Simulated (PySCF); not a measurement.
A structure optimised at B3LYP-D3(BJ)/def2-SVP, used in a PySCF frequency run:

```xyz
7

B     -0.0197    -0.8426     0.4150
F     -1.0776    -1.6132     0.2351
Br    -0.0588     0.8859    -0.4560
C      1.2089    -1.3201     1.2475
H      1.7029    -0.4973     1.7838
H      1.9568    -1.7340     0.5454
H      0.9398    -2.1216     1.9526
```

Task: Write its SMILES and formula.

Result: CB(F)Br, CH3BBrF

Task: What are its rotational constants (standard atomic weights)?

Result: 8.7316, 2.7524, 2.1203 GHz
